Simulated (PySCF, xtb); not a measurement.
C3H9Ge, SMILES [CH3][Ge]([CH3])[CH3] (connectivity only; charge and spin as stated), charge +1, multiplicity 1.

Harmonic wavenumbers (cm⁻¹) from GFN2-xTB in xtb at its own minimum, in rising order: 28, 36, 67, 139, 140, 141, 493, 582, 582, 676, 677, 703, 761, 797, 797, 1258, 1258, 1272, 1369, 1370, 1370, 1375, 1375, 1379, 2969, 2969, 2970, 2970, 2972, 2975, 2987, 2988, 2989.

Problem. What does PBE-D3(BJ)/def2-SVP run with PySCF give at its own minimum? (The exact figures need the calculation; the answer reports its results.)

Solution. 17, 19, 52, 163, 171, 172, 558, 635, 635, 640, 641, 715, 791, 828, 828, 1201, 1201, 1210, 1347, 1347, 1349, 1350, 1355, 1358, 2967, 2967, 2972, 3057, 3057, 3058, 3119, 3120, 3120. Paired by order, the mean absolute difference is 44 cm⁻¹ and the zero-point energies are 64.9 and 65.8 kcal/mol.
